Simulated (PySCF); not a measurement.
ORD: `CC[Si@H]1OC[C@@H]1CF`, C5H11FOSi

Molfile (atoms numbered from 1):
```
C5H11FOSi
     RDKit          3D

 19 19  0  0  0  0  0  0  0  0999 V2000
   -2.7315   -0.8035    0.1910 C   0  0  0  0  0  0  0  0  0  0  0  0
   -1.9759    0.3376   -0.4783 C   0  0  0  0  0  0  0  0  0  0  0  0
   -0.1561   -0.0755   -0.7968 Si  0  0  1  0  0  4  0  0  0  0  0  0
    0.6788    1.1288   -1.5732 O   0  0  0  0  0  0  0  0  0  0  0  0
    1.6979    1.2927   -0.5864 C   0  0  0  0  0  0  0  0  0  0  0  0
    1.1551    0.3943    0.5303 C   0  0  2  0  0  0  0  0  0  0  0  0
    2.1168   -0.6552    1.0337 C   0  0  0  0  0  0  0  0  0  0  0  0
    2.4979   -1.5006    0.0154 F   0  0  0  0  0  0  0  0  0  0  0  0
   -2.2901   -1.0492    1.1534 H   0  0  0  0  0  0  0  0  0  0  0  0
   -3.7738   -0.5353    0.3520 H   0  0  0  0  0  0  0  0  0  0  0  0
   -2.7009   -1.6934   -0.4315 H   0  0  0  0  0  0  0  0  0  0  0  0
   -2.4486    0.5625   -1.4342 H   0  0  0  0  0  0  0  0  0  0  0  0
   -2.0673    1.2392    0.1300 H   0  0  0  0  0  0  0  0  0  0  0  0
    0.0640   -1.3886   -1.3966 H   0  0  0  0  0  0  0  0  0  0  0  0
    1.7854    2.3498   -0.3329 H   0  0  0  0  0  0  0  0  0  0  0  0
    2.6451    0.9330   -0.9906 H   0  0  0  0  0  0  0  0  0  0  0  0
    0.7987    0.9715    1.3821 H   0  0  0  0  0  0  0  0  0  0  0  0
    3.0418   -0.2133    1.4253 H   0  0  0  0  0  0  0  0  0  0  0  0
    1.6528   -1.2857    1.7998 H   0  0  0  0  0  0  0  0  0  0  0  0
  1  2  1  0
  2  3  1  0
  3  4  1  0
  4  5  1  0
  5  6  1  0
  6  7  1  0
  7  8  1  0
  6  3  1  0
  1  9  1  0
  1 10  1  0
  1 11  1  0
  2 12  1  0
  2 13  1  0
  3 14  1  6
  5 15  1  0
  5 16  1  0
  6 17  1  1
  7 18  1  0
  7 19  1  0
M  END
```

Theory: TDDFT PBE0/def2-SVPD circular dichroism and optical rotation, one conformer, gas phase (PySCF 2.14.0). Geometry: GFN2-xTB.

The molecule is flexible and this is one conformer; a measurement averages over conformers. States above about 7.7 eV (minus the energy of the highest occupied orbital) lie near or above the ionisation threshold and depend on the basis.

Stereocentres: Si3 R, C6 R.

Problem. Give the optical rotatory dispersion at 633, 589.3, 546, 436, 405, 365, 355 nm.

Solution. [α] in deg dm⁻¹ (g/mL)⁻¹:
```csv
λ (nm),origin-invariant length gauge,modified velocity gauge,length gauge (centre of mass),isotropic polarisability (au)
633,-151.2,-150.1,-149.6,88.3
589.3,-179.4,-178.0,-177.5,88.6
546,-216.4,-214.7,-214.2,89.0
436,-392.0,-388.9,-388.2,90.5
405,-485.2,-481.4,-480.6,91.2
365,-670.1,-664.7,-663.9,92.5
355,-734.3,-728.5,-727.7,92.8
```

Problem. And for the mirror image at 589.3 nm?

Solution. +179.4 deg dm⁻¹ (g/mL)⁻¹ (origin-invariant length gauge): the same size and the opposite sign.

Problem. What is the molar rotation [Φ] = [α]·M/100 of the geometry above at 589.3 nm?

Solution. With M = 134.22 g/mol, -240.8 deg cm² dmol⁻¹ (origin-invariant length gauge).

The first excitation lies at 6.28 eV (197 nm) with R = -29.2 × 10⁻⁴⁰ esu² cm² (velocity form).
